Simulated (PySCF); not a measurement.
A small calculation by hand: chemical shift, span and skew from a shielding tensor

Se(SMe)(SiH3) (CH6SSeSi), SMILES CS[Se][SiH3]. Atoms are numbered in the order given.

```xyz
10

Se    -0.0743    -0.1569     0.9351
S      1.3297     0.6508    -0.6282
C      1.7098    -0.8554    -1.5880
H      2.2112    -1.6069    -0.9630
H      2.3927    -0.5340    -2.3902
H      0.8009    -1.2803    -2.0366
Si    -1.9525     0.1937    -0.3551
H     -1.8182    -0.5332    -1.6484
H     -2.1485     1.6450    -0.6156
H     -3.1120    -0.3500     0.4110
```
Charge 0, spin multiplicity 1.

Coordinates come from a B3LYP-D3(BJ)/def2-SVP optimisation. This is a generated structure with no PubChem entry under its InChIKey; it may be hypothetical. The values are those of a single conformer.

GIAO shieldings from PySCF with PBE/pcSseg-1, non-relativistic, no solvent. The symmetric part of the tensor of Si7 has the principal values 337.6, 383.1, 450.1 ppm. The same nucleus in TMS has σ = 335.4 ppm at this level (PySCF, at its B3LYP-D3(BJ)/def2-TZVP geometry).

### Question
Work out the isotropic shielding, the ²⁹Si shift against TMS, the span and the skew.

### Answer

σ(iso) = (σ11 + σ22 + σ33)/3 = 390.3 ppm. δ = σ(ref) − σ(iso) = 335.4 − (390.3) = -54.9 ppm.
Span Ω = σ33 − σ11 = 112.5 ppm. Skew κ = 3(σ(iso) − σ22)/Ω = 0.19. Tumbling in solution averages the tensor to δ; in a static solid the shielding alone would spread this spin-1/2 line over Ω.
